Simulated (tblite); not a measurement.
A geometry optimisation, step by step.

Species: C₃H₉BGeN₂.
SMILES with atom numbers: `[CH3:1][B:2]([CH3:3])[NH:4][GeH2:5][C:6]#[N:7]` (hydrogens: H8, H9, H10 on C1; H11, H12, H13 on C3; H14 on N4; H15, H16 on Ge5)

Computed with GFN2-xTB (tblite), gas phase: L-BFGS steps from a force-field or distance-geometry start until the largest atomic force falls under 0.01 eV/Å. 5 of its 145 geometries are shown.

Step 0: E = -542.8236 eV, largest atomic force 3.619 eV/Å
```
atom  x, y, z in Å  |  force x, y, z in eV/Å
C1     -1.253   -1.127   -0.795   -0.413   0.447  -0.612
B2     -0.601    0.188   -0.163   -1.319  -0.320   1.590
C3     -1.391    1.548   -0.343   -0.244   0.178   0.259
N4      0.207    0.091    1.095    0.151  -0.361  -0.226
Ge5     1.877   -0.626    0.952   -0.139  -0.219   1.034
C6      2.760    0.320   -0.445    1.625   1.670  -2.769
N7      3.303    0.897   -1.312   -1.601  -1.693   2.575
H8     -1.793   -0.851   -1.732    0.296  -0.380   0.656
H9     -0.514   -1.887   -1.075   -0.387  -0.072   0.391
H10    -2.037   -1.513   -0.076    1.101   0.188  -0.805
H11    -2.158    1.510   -1.130    0.416   0.125   0.180
H12    -1.954    1.685    0.625    0.715   0.220  -0.929
H13    -0.723    2.408   -0.524   -0.549  -0.312   0.285
H14    -0.311   -0.149    1.960    0.506   0.318  -1.029
H15     1.905   -2.142    0.698    0.161   0.268  -0.143
H16     2.676   -0.343    2.253   -0.317  -0.056  -0.458
```

Step 36: E = -543.8257 eV, largest atomic force 0.207 eV/Å
```
atom  x, y, z in Å  |  force x, y, z in eV/Å
C1     -1.182   -1.172   -0.872    0.049   0.091   0.060
B2     -0.837    0.086    0.029    0.012   0.030  -0.033
C3     -1.543    1.497   -0.149   -0.003  -0.073  -0.019
N4      0.188    0.040    1.009   -0.017  -0.183  -0.095
Ge5     1.821   -0.749    0.983   -0.068  -0.112  -0.051
C6      2.781    0.177   -0.406   -0.094  -0.065   0.005
N7      3.223    0.806   -1.254    0.144   0.035  -0.076
H8     -1.565   -0.878   -1.847    0.067  -0.042  -0.003
H9     -0.334   -1.841   -1.019    0.009   0.058  -0.005
H10    -1.966   -1.765   -0.401    0.000   0.041   0.038
H11    -2.247    1.547   -0.976   -0.051  -0.027   0.084
H12    -2.049    1.836    0.755    0.006  -0.001  -0.080
H13    -0.748    2.215   -0.359   -0.127   0.092   0.014
H14     0.181    0.846    1.617    0.053   0.163   0.074
H15     1.738   -2.204    0.609    0.069   0.083   0.075
H16     2.533   -0.431    2.269   -0.051  -0.090   0.010
```

Step 72: E = -543.9770 eV, largest atomic force 0.174 eV/Å
```
atom  x, y, z in Å  |  force x, y, z in eV/Å
C1     -1.039   -1.023   -0.911   -0.011   0.006  -0.034
B2     -0.813    0.257   -0.010    0.013  -0.051  -0.024
C3     -1.880    1.431   -0.004   -0.007  -0.027   0.001
N4      0.345    0.367    0.784   -0.007  -0.049   0.001
Ge5     1.809   -0.707    0.910   -0.005  -0.053   0.036
C6      3.113   -0.169   -0.398    0.112   0.048  -0.124
N7      3.887    0.148   -1.182   -0.096  -0.035   0.109
H8     -1.290   -0.737   -1.930   -0.021  -0.006  -0.035
H9     -0.173   -1.685   -0.962   -0.002   0.038   0.006
H10    -1.879   -1.610   -0.542   -0.002   0.019   0.000
H11    -2.736    1.209   -0.633   -0.032   0.028   0.009
H12    -2.255    1.651    0.994    0.019  -0.004   0.027
H13    -1.433    2.351   -0.376   -0.001   0.034   0.000
H14     0.409    1.203    1.353    0.017   0.000  -0.025
H15     1.491   -2.143    0.632    0.011  -0.018   0.032
H16     2.436   -0.533    2.263    0.011   0.069   0.022
```

Step 108: E = -543.9951 eV, largest atomic force 0.030 eV/Å
```
atom  x, y, z in Å  |  force x, y, z in eV/Å
C1     -1.020   -0.987   -1.004    0.008  -0.011  -0.005
B2     -0.814    0.262   -0.059    0.000  -0.008   0.014
C3     -1.907    1.408    0.052    0.005  -0.002   0.002
N4      0.349    0.371    0.730   -0.003   0.006   0.009
Ge5     1.813   -0.685    0.952   -0.022  -0.016  -0.013
C6      3.125   -0.269   -0.395   -0.013  -0.015  -0.013
N7      3.896   -0.029   -1.206    0.023   0.015  -0.003
H8     -1.280   -0.685   -2.016   -0.002   0.023   0.000
H9     -0.135   -1.621   -1.068    0.029  -0.001   0.005
H10    -1.843   -1.605   -0.649   -0.003   0.000   0.004
H11    -2.822    1.177   -0.487    0.016   0.014   0.004
H12    -2.176    1.603    1.090   -0.007   0.012  -0.012
H13    -1.521    2.346   -0.347   -0.020  -0.015  -0.003
H14     0.401    1.212    1.294   -0.014  -0.004   0.005
H15     1.510   -2.145    0.816   -0.016  -0.005   0.018
H16     2.414   -0.344    2.287    0.021   0.008  -0.012
```

Step 144: E = -544.0186 eV, largest atomic force 0.008 eV/Å
```
atom  x, y, z in Å  |  force x, y, z in eV/Å
C1     -0.788   -0.826   -1.116    0.001  -0.001   0.001
B2     -0.785    0.310   -0.017   -0.002  -0.001   0.000
C3     -1.960    1.370    0.082   -0.002   0.002   0.000
N4      0.287    0.376    0.893   -0.002  -0.001  -0.001
Ge5     1.766   -0.674    1.048    0.002  -0.002   0.001
C6      2.860   -0.528   -0.528    0.004   0.002  -0.002
N7      3.519   -0.448   -1.460   -0.001   0.002   0.000
H8     -1.090   -0.456   -2.093    0.002   0.005   0.003
H9      0.191   -1.298   -1.227    0.002  -0.001  -0.001
H10    -1.498   -1.609   -0.849   -0.004  -0.004   0.000
H11    -2.899    0.987   -0.309   -0.002   0.002   0.004
H12    -2.138    1.719    1.097    0.002   0.001   0.002
H13    -1.712    2.250   -0.512    0.000  -0.002  -0.008
H14     0.239    1.115    1.583    0.001   0.000  -0.001
H15     1.424   -2.129    1.197    0.003   0.000   0.001
H16     2.573   -0.149    2.202   -0.003  -0.002   0.001
```

**Question.** Summarise the path.

**Answer.** The energy falls by 1.1950 eV from step 0 to step 144; nine tenths of that is first reached at step 48. It rises by more than 0.2 meV at step 1. The largest force goes from 3.619 to 0.008 eV/Å. Among the bonds B2–N4 changes most, from 1.499 to 1.408 Å; the atoms move by 0.853 Å rms after alignment.

**Question.** Follow the three bonds and two angles with the largest change from start to end.

**Answer.** 
| step | E above end (eV) | largest force (eV/Å) | B2–N4 (Å) | Ge5–H16 (Å) | C1–H10 (Å) | B2–N4–Ge5 (°) | B2–C3–H12 (°) |
| --- | --- | --- | --- | --- | --- | --- | --- |
| 0 | 1.1950 | 3.619 | 1.499 | 1.554 | 1.132 | 117.0 | 104.8 |
| 6 | 0.7614 | 0.364 | 1.461 | 1.506 | 1.093 | 127.2 | 104.1 |
| 13 | 0.5353 | 0.584 | 1.442 | 1.505 | 1.092 | 134.6 | 120.9 |
| 19 | 0.3754 | 0.456 | 1.441 | 1.487 | 1.094 | 129.4 | 114.4 |
| 25 | 0.2694 | 0.295 | 1.420 | 1.516 | 1.089 | 127.8 | 114.9 |
| 31 | 0.2220 | 0.280 | 1.419 | 1.504 | 1.092 | 128.3 | 112.4 |
| 38 | 0.1827 | 0.226 | 1.420 | 1.504 | 1.090 | 130.5 | 112.4 |
| 44 | 0.1397 | 0.191 | 1.414 | 1.504 | 1.090 | 131.6 | 112.9 |
| 50 | 0.1122 | 0.195 | 1.410 | 1.506 | 1.090 | 130.6 | 111.6 |
| 56 | 0.0893 | 0.182 | 1.408 | 1.502 | 1.090 | 131.0 | 111.0 |
| 63 | 0.0587 | 0.431 | 1.409 | 1.503 | 1.089 | 131.3 | 113.0 |
| 69 | 0.0447 | 0.085 | 1.409 | 1.500 | 1.090 | 130.6 | 113.2 |
| 75 | 0.0365 | 0.168 | 1.409 | 1.506 | 1.089 | 132.0 | 112.0 |
| 81 | 0.0299 | 0.103 | 1.410 | 1.506 | 1.089 | 133.0 | 112.0 |
| 88 | 0.0265 | 0.040 | 1.409 | 1.503 | 1.089 | 133.4 | 111.8 |
| 94 | 0.0257 | 0.024 | 1.409 | 1.504 | 1.090 | 133.3 | 111.6 |
| 100 | 0.0252 | 0.036 | 1.408 | 1.503 | 1.089 | 133.4 | 111.6 |
| 106 | 0.0238 | 0.034 | 1.408 | 1.504 | 1.089 | 133.3 | 111.6 |
| 113 | 0.0203 | 0.115 | 1.409 | 1.509 | 1.091 | 132.3 | 111.3 |
| 119 | 0.0069 | 0.408 | 1.413 | 1.503 | 1.091 | 130.5 | 112.4 |
| 125 | 0.0017 | 0.124 | 1.408 | 1.503 | 1.090 | 130.4 | 113.1 |
| 131 | 0.0005 | 0.046 | 1.408 | 1.503 | 1.090 | 130.2 | 112.9 |
| 138 | 0.0002 | 0.017 | 1.408 | 1.503 | 1.090 | 130.3 | 113.1 |
| 144 | 0.0000 | 0.008 | 1.408 | 1.503 | 1.090 | 130.3 | 113.2 |

The cost below is that of the whole relaxation. On an Intel Xeon at 2.50 GHz with one thread, no GPU (shared host), this took 2.8 s of wall time.
